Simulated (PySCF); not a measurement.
Some cells of this table were withheld.

| no. | species (SMILES) | atoms | electrons | dipole moment (D) | HOMO energy (eV) | LUMO energy (eV) | smallest rotational constant (GHz) |
| --- | --- | --- | --- | --- | --- | --- | --- |
| 1 | N[SiH2]n1ccnc1F | 14 | 68 | 4.21 | -6.67 | 0.15 | 1.081 |
| 2 | C[C@@H](O)C(=O)OC(C)(C)C | 24 | 80 | 3.40 | -7.73 | 0.14 | ? |
| 3 | CC[C@@H](C)OC(=O)[C@H](C)O | 24 | 80 | 3.28 | -7.81 | 0.14 | 0.677 |
| 4 | C=C[C@@H](C/C=C/C)OC | 23 | 70 | 1.17 | -6.88 | 0.12 | 0.657 |
| 5 | CN[C@H](C)C[SiH3] | 19 | 58 | 2.48 | -6.78 | ? | 1.650 |
| 6 | CC1(C)C[C@@H]2CC[C@H]1O2 | 23 | 70 | 1.55 | ? | 1.33 | 1.468 |

Levels: PBE0/pcSseg-1 for dipole moment, HOMO energy and LUMO energy; GFN2-xTB for smallest rotational constant. Geometries: GFN2-xTB. Each SMILES stands for a single optimised conformer of the isolated species, non-relativistic unless stated. Electronic properties by PySCF.

Dipoles, sizes and rotational constants follow the conformer. The torsions of the flexible species, by atom-mapped SMILES:
- `[NH2:1][SiH2:2][n:3]1[cH:4][cH:5][n:6][c:7]1[F:8]`: N1–Si2–N3–C4 132°, H–N1–Si2–N3 42°, H–N1–Si2–N3 -176°
- `[CH3:1][C@@H:2]([OH:3])[C:4](=[O:5])[O:6][C:7]([CH3:8])([CH3:9])[CH3:10]`: C1–C2–C4–O5 -108°, C2–C4–O6–C7 -178°, C4–O6–C7–C8 60°, H–O3–C2–C1 102°
- `[CH2:1]=[CH:2][C@@H:3]([CH2:4]/[CH:5]=[CH:6]/[CH3:7])[O:8][CH3:9]`: C1–C2–C3–C4 114°, C2–C3–C4–C5 -172°, C3–C4–C5–C6 117°, C2–C3–O8–C9 71°
- `[CH3:1][NH:2][C@H:3]([CH3:4])[CH2:5][SiH3:6]`: C1–N2–C3–C4 -153°, N2–C3–C5–Si6 32°

The conformers of `CC[C@@H](C)OC(=O)[C@H](C)O` and `CC1(C)C[C@@H]2CC[C@H]1O2` aren't listed.

Question: What is the smallest rotational constant in row 2?

Answer: 0.726 GHz.

Question: Row 5: the LUMO energy?

Answer: 1.14 eV.

Question: What is the HOMO energy in row 6?

Answer: -7.37 eV.

Question: In the completed table, which rows hold the lowest and the highest smallest rotational constant, and what is the mean?

Answer: Row 4 the lowest (0.657 GHz), row 5 the highest (1.650 GHz); the mean over the 6 rows is 1.043 GHz.

Question: In the completed table, which rows hold the lowest and the highest HOMO energy, and what is the mean?

Answer: Row 3 the lowest (-7.81 eV), row 1 the highest (-6.67 eV); the mean over the 6 rows is -7.21 eV.

Question: What is the HOMO–LUMO gap, row by row?

Answer: row 1: 6.82, row 2: 7.87, row 3: 7.95, row 4: 7.00, row 5: 7.92, row 6: 8.70 eV.
